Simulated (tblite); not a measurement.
Compound: C4H4F3O3 (charge -1).
SMILES with atom numbers: `[O:1]=[C:2]([O-:3])[O:4][CH2:5][CH2:6][C:7]([F:8])([F:9])[F:10]` (hydrogens: H11, H12 on C5; H13, H14 on C6)

Structure optimised with GFN2-xTB, isolated species.

What internal coordinates does the optimisation give?

```csv
bond,length (Å)
"O1=C2, C2–O3",1.215
C2–O4,1.504
O4–C5,1.380
C5–C6,1.547
C6–C7,1.499
"C7–F8, C7–F10",1.354
C7–F9,1.343
"C5–H11, C5–H12",1.100
"C6–H13, C6–H14",1.092
```

Bonds in one row agree within 0.01 Å and their mean is given. A selection of angles:
```csv
angle,degrees
O1–C2–O3,134.1
O1–C2–O4,114.4
O3–C2–O4,111.5
C2–O4–C5,115.5
O4–C5–C6,111.5
O4–C5–H11,110.9
O4–C5–H12,107.2
C6–C5–H11,107.9
C6–C5–H12,109.9
H11–C5–H12,109.4
C5–C6–C7,112.4
C5–C6–H13,109.6
C5–C6–H14,107.0
C7–C6–H13,108.6
H13–C6–H14,109.6
C6–C7–F8,113.3
C6–C7–F9,114.5
F8–C7–F9,105.4
```

Torsions: O1–C2–O4–C5 -2° (synperiplanar); C2–O4–C5–C6 72° (synclinal); O4–C5–C6–C7 173° (antiperiplanar); C5–C6–C7–F8 -63° (synclinal). The mirror-image conformer, all signs reversed, is as good.

Of the pairs four or more bonds apart, O1···H14 is among the closest relative to their van der Waals radii: 2.26 Å, 83 % of the sum of Bondi's values. C2 (carbonate carbon) is planar (angles 134.1°, 114.4° and 111.5°, sum 360.0°, 0.00 Å off the plane of its three neighbours). The 2 C–C bonds span 1.499 Å (C6–C7, drawn single) to 1.547 Å (C5–C6, drawn single), a spread of 0.048 Å. The C–O distances run from 1.211 Å (C2–O3, drawn single in one of several resonance forms) to 1.504 Å (C2–O4, drawn single), a spread of 0.293 Å.

Point group: C1 (no symmetry element, even within 0.4 Å). Its GFN2-xTB frequencies are all real (lowest 43 cm⁻¹). 3 starts were optimised and ended at 0.00, 2.85 and 4.49 kcal/mol (GFN2-xTB); the lowest of these is shown.

All values are computed, not measured.
